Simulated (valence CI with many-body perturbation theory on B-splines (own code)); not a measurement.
Questions on Ho LV

Level of theory: valence CI with perturbative core correlation (CI+MBPT): three valence electrons over a frozen Dirac-Fock core [Ne], radial functions for each j: 9 s, 9 p, 8 d, 6 f, 3 g, 1 h, with the one-electron correlation potential Σ1 (screened to all orders), the two-electron term Σ2, the three-electron term Σ3, Breit, model QED; selected single and double excitations, second order for the rest, scaled by the run's own slope (own B-spline code, finite nucleus).

The last digits are not significant, and no measured levels were compared; by estimate large intervals hold to a few tenths of a per cent, small ones and those within an open d or f shell to about a per cent.

Levels are named by their leading jj configuration (3d3/2^4 stands for four electrons in 3d with j = 3/2), which in mixed levels can hold well under half, so a name can repeat and another be missing.

Rates and lifetimes use the calculated energies. Strong lines usually hold to 10 to 20 %, long lifetimes can be off by a factor of two.

Question: What is the ground level?

Answer: (3s^2 3p1/2) J=1/2, composition 100 % 3s²3p ²P°, g = 0.651.

Question: What are the static dipole polarisabilities of the lowest levels?

Answer: (3s^2 3p1/2) J=1/2 0.00455 bohr³, of which the core gives 7.04e-05.

Question: Where does the other parity begin?

Answer: At (3s 3p1/2^2) J=1/2, 10.487 Ry.

Question: What is the ionisation energy?

Answer: 5259.3 eV; NIST lists 5258 ± 5 eV (theoretical).

Question: Among levels below 61.299 Ry, which E1 lines absorb most strongly from the ground level?

Answer: to (3s^2 3d3/2) J=3/2 at 2.868 nm, f = 0.412; to (3s 3p1/2 3p3/2) J=1/2 at 3.199 nm, f = 0.194; to (3s 3p1/2 3p3/2) J=3/2 at 3.273 nm, f = 0.119.

Question: Name the longest-lived excited levels whose lifetime is computed, and their main decay.

Answer: (3s 3p3/2 3d5/2) J=9/2 at 59.286 Ry lives 19.8 ns, mostly by M1 to (3s 3p1/2 3d5/2) J=7/2; (3s^2 3p3/2) J=3/2 at 16.681 Ry lives 11.0 ns, mostly by M1 to (3s^2 3p1/2) J=1/2.

Question: How well does LS coupling describe the low levels?

Answer: Among the lowest 20 levels the leading LS term, summed over configurations, holds 66 % on average. For single configurations the figures are 63 % in LS and 93 % in jj coupling. Terms mix most in the J = 3/2 level at 42.092 Ry, where the leading one holds 37 %.
